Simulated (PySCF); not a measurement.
**`O=C1C[C@H](CF)[C@H]1F`, C5H6F2O**

Geometry:
```json
{"atom": "O1", "x (Å)": "-2.701", "y (Å)": "0.341", "z (Å)": "-1.043"}
{"atom": "C2", "x (Å)": "-1.603", "y (Å)": "0.214", "z (Å)": "-0.602"}
{"atom": "C3", "x (Å)": "-0.532", "y (Å)": "1.170", "z (Å)": "-0.120"}
{"atom": "C4", "x (Å)": "0.178", "y (Å)": "-0.018", "z (Å)": "0.564"}
{"atom": "C5", "x (Å)": "1.667", "y (Å)": "-0.170", "z (Å)": "0.304"}
{"atom": "F6", "x (Å)": "1.919", "y (Å)": "-0.109", "z (Å)": "-1.045"}
{"atom": "C7", "x (Å)": "-0.747", "y (Å)": "-0.992", "z (Å)": "-0.198"}
{"atom": "F8", "x (Å)": "-1.340", "y (Å)": "-1.973", "z (Å)": "0.546"}
{"atom": "H9", "x (Å)": "-0.880", "y (Å)": "1.980", "z (Å)": "0.516"}
{"atom": "H10", "x (Å)": "0.041", "y (Å)": "1.587", "z (Å)": "-0.947"}
{"atom": "H11", "x (Å)": "-0.007", "y (Å)": "-0.060", "z (Å)": "1.638"}
{"atom": "H12", "x (Å)": "2.236", "y (Å)": "0.642", "z (Å)": "0.768"}
{"atom": "H13", "x (Å)": "2.036", "y (Å)": "-1.140", "z (Å)": "0.653"}
{"atom": "H14", "x (Å)": "-0.267", "y (Å)": "-1.473", "z (Å)": "-1.057"}
```

Computed with TDDFT CAM-B3LYP/aug-cc-pVDZ circular dichroism and optical rotation, one conformer, gas phase in PySCF. Geometry: GFN2-xTB.

The molecule is flexible and this is one conformer; a measurement averages over conformers.

(1) What are the CIP labels of the stereocentres?

(2) List the lowest 12 singlet excitations with oscillator and rotatory strengths.

Answers

(1) C4 R, C7 R.

(2) Rotatory strengths R in 10⁻⁴⁰ esu² cm², velocity form and length form (origin at the centre of mass); f in length form.
```
state  E (eV)  λ (nm)       f  R (velocity)  R (length)                                main
    1    4.02     308   1e-05          +1.9        +2.6                      HOMO→LUMO 0.90
    2    6.85     181   0.023          +0.1        -0.3  HOMO→LUMO+1 0.48, HOMO→LUMO+2 0.25
    3    6.97     178   0.010          +2.2        +2.2                    HOMO−1→LUMO 0.90
    4    7.20     172  0.0003          -0.9        -0.8  HOMO→LUMO+3 0.29, HOMO→LUMO+1 0.26
    5    7.48     166   0.012         +11.8       +11.7  HOMO−2→LUMO 0.42, HOMO→LUMO+2 0.19
    6    7.61     163   0.003          -9.4        -9.4  HOMO−2→LUMO 0.28, HOMO→LUMO+2 0.21
    7    7.65     162  0.0003          -0.7        -0.8  HOMO→LUMO+4 0.35, HOMO→LUMO+3 0.24
    8    8.22     151   0.011          -3.0        -3.2  HOMO→LUMO+5 0.31, HOMO→LUMO+8 0.23
    9    8.29     150   0.014          +1.6        +1.9  HOMO→LUMO+7 0.26, HOMO−3→LUMO 0.21
   10    8.34     149   0.035         +14.4       +14.7  HOMO→LUMO+6 0.38, HOMO→LUMO+8 0.12
   11    8.37     148   0.007          -7.5        -7.8  HOMO−3→LUMO 0.32, HOMO→LUMO+5 0.31
   12    8.43     147   0.022         -12.8       -12.9                  HOMO−1→LUMO+1 0.77
```

For state 2 the two forms differ in sign, so the sign of R isn't settled.

Among the states computed, the strongest CD band (largest |R|) is state 10. The largest dissymmetry factor in size, g = 4R/(D+G), with D and G the electric and magnetic dipole strengths, is +1.6 for state 1 (velocity form, f = 1e-05), among bands with |R| over 0.5. The mirror image has the same energies and oscillator strengths and all R with the opposite sign.
